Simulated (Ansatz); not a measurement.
`[CH3][Al]([Cl])[GaH2]` + H₂S → `[CH3][Al]([SH])[Cl]` + `[GaH3]`  (cleavage of the Al–Ga bond)

Program: Ansatz. Geometries: PBE0-D4/def2-TZVP. ΔE: electronic, gas phase. CCSD(T)/CBS adds triple-zeta CCSD(T) − MP2 to the extrapolated MP2 energy (def2 sets, frozen cores). This one scheme is used for every species. DFT in def2-TZVPP. For Ga outer-core shells are correlated without core-valence functions, which leaves a few kJ/mol of doubt a bond. Scalar relativity is left out up to krypton. One conformer a species, not always the lowest.

`[CH3][Al]([Cl])[GaH2]`:

Z-matrix (Å, degrees):
```
C
Al 1 1.946
H 1 1.093 2 113.1
H 1 1.095 2 110.3 3 121.4
H 1 1.095 2 110.1 3 -121.1
Cl 2 2.122 1 115.7 3 -178.6
Ga 2 2.513 1 130.8 3 1.5
H 7 1.578 2 122.4 1 90.3
H 7 1.578 2 122.4 1 -91.0
```

H₂S:

Z-matrix (Å, degrees):
```
S
H 1 1.341
H 1 1.341 2 92.3
```

`[CH3][Al]([SH])[Cl]`:

Z-matrix (Å, degrees):
```
C
Al 1 1.933
H 1 1.094 2 110.6
H 1 1.092 2 111.8 3 120.8
H 1 1.094 2 110.6 3 -118.4
S 2 2.177 1 122.1 3 -121.4
Cl 2 2.102 1 120.9 3 58.6
H 6 1.344 2 93.1 1 -180.0
```

`[GaH3]`:

Z-matrix (Å, degrees):
```
Ga
H 1 1.568
H 1 1.568 2 120.0
H 1 1.568 2 120.0 3 -179.9
```

CCSD(T)/CBS gives -90.7 kJ/mol.

Q: Another level gave -81.1 kJ/mol. Which?
A. B97M-V/def2-TZVPP
B. revPBE/def2-TZVPP
C. CCSD/def2-TZVPP
D. BLYP-D4/def2-TZVPP

A: B. revPBE -81.1, BLYP-D4 -86.1, B97M-V -102.8, CCSD/def2-TZVPP -90.7 kJ/mol.

Largest T1 diagnostic among the species: 0.013.

From PBE to PBE0 (25 % exact exchange), in def2-TZVPP and without D4, ΔE moves by −5.2 kJ/mol. Leaving LDA and LC-ωPBE aside and taking each functional with its dispersion term where it has one, the values, not all of them listed here, spread over 19.8 kJ/mol, from B97M-V to PBE-D4. LDA lies −3.8 kJ/mol from PBE without D4.
